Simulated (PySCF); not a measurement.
C6H6B2Cl2.
SMILES: `BC1=CC(B(Cl)Cl)=CC=C1`

Method used: PBE0-D3(BJ)/def2-SVP geometry optimisation, gas phase (PySCF).

Take the most abundant isotopes and a rigid rotor. 

Problem. What are A, B and C (MHz)?

Solution. Ia = 306.44, Ib = 815.12, Ic = 1121.50 u·Å²; 505379 MHz·u·Å²/I gives A = 1649, B = 620.0, C = 450.6 MHz.

Problem. What kind of rotor is it?

Solution. An asymmetric top: κ = (2 × 620.0 − 1649 − 450.6)/(1649 − 450.6) = -0.72.

Problem. Is it planar, by Δ = Ic − Ia − Ib?

Solution. Not planar: Δ = Ic − Ia − Ib = -0.05 u·Å². For a rigid frame Δ = −2 Σ m c², so Σ m c² = 0.03 u·Å² lies off the ab plane: 0.00 from hydrogen and 0.02 from heavier atoms. The atom farthest from that plane is 0.03 Å away.

Problem. Which lines would a microwave search look for?

Solution. The dipole components are |μa| = 0.97 D, |μb| = 1.57 D, |μc| = 0.01 D. Intensities carry the squares of the components, which stand as 0.38 : 1.00 : 0.00 (a : b : c). Some lines, for components of 0.1 D or more:

```json
{"type": "b", "branch": "Q", "J(Ka,Kc)": "2(1,1) ← 2(0,2)", "MHz": "1387", "lower level (cm⁻¹)": "0.106"}
{"type": "b", "branch": "Q", "J(Ka,Kc)": "4(1,3) ← 4(0,4)", "MHz": "2179", "lower level (cm⁻¹)": "0.348"}
{"type": "b", "branch": "Q", "J(Ka,Kc)": "4(2,2) ← 4(1,3)", "MHz": "2809", "lower level (cm⁻¹)": "0.421"}
{"type": "b", "branch": "R", "J(Ka,Kc)": "2(1,2) ← 1(0,1)", "MHz": "3001", "lower level (cm⁻¹)": "0.036"}
{"type": "b", "branch": "Q", "J(Ka,Kc)": "2(2,0) ← 2(1,1)", "MHz": "3107", "lower level (cm⁻¹)": "0.153"}
{"type": "a", "branch": "R", "J(Ka,Kc)": "3(0,3) ← 2(0,2)", "MHz": "3137", "lower level (cm⁻¹)": "0.106"}
{"type": "a", "branch": "R", "J(Ka,Kc)": "4(0,4) ← 3(0,3)", "MHz": "4103", "lower level (cm⁻¹)": "0.211"}
{"type": "b", "branch": "Q", "J(Ka,Kc)": "4(2,3) ← 4(1,4)", "MHz": "4220", "lower level (cm⁻¹)": "0.364"}
{"type": "a", "branch": "R", "J(Ka,Kc)": "4(2,3) ← 3(2,2)", "MHz": "4268", "lower level (cm⁻¹)": "0.363"}
{"type": "a", "branch": "R", "J(Ka,Kc)": "4(3,1) ← 3(3,0)", "MHz": "4325", "lower level (cm⁻¹)": "0.549"}
{"type": "b", "branch": "R", "J(Ka,Kc)": "2(2,1) ← 1(1,0)", "MHz": "5398", "lower level (cm⁻¹)": "0.076"}
{"type": "b", "branch": "Q", "J(Ka,Kc)": "3(3,0) ← 3(2,1)", "MHz": "5488", "lower level (cm⁻¹)": "0.366"}
{"type": "b", "branch": "Q", "J(Ka,Kc)": "3(3,1) ← 3(2,2)", "MHz": "5581", "lower level (cm⁻¹)": "0.363"}
{"type": "b", "branch": "R", "J(Ka,Kc)": "2(2,0) ← 1(1,1)", "MHz": "5587", "lower level (cm⁻¹)": "0.070"}
{"type": "b", "branch": "Q", "J(Ka,Kc)": "4(3,2) ← 4(2,3)", "MHz": "5631", "lower level (cm⁻¹)": "0.505"}
{"type": "b", "branch": "Q", "J(Ka,Kc)": "4(4,0) ← 4(3,1)", "MHz": "7757", "lower level (cm⁻¹)": "0.693"}
{"type": "b", "branch": "R", "J(Ka,Kc)": "4(3,2) ← 3(2,1)", "MHz": "9804", "lower level (cm⁻¹)": "0.366"}
```

Whether it is a minimum is left open (no frequencies). These are rigid-rotor constants of the computed structure; measured ground-state constants (B0) also hold zero-point vibration. Quadrupole hyperfine structure (11B, 35Cl) is left out.

The values belong to the conformer `[BH2:1][c:2]1[cH:3][cH:4][cH:5][c:6]([B:7]([Cl:8])[Cl:9])[cH:10]1`: C5–C6–B7–Cl8 -1°.
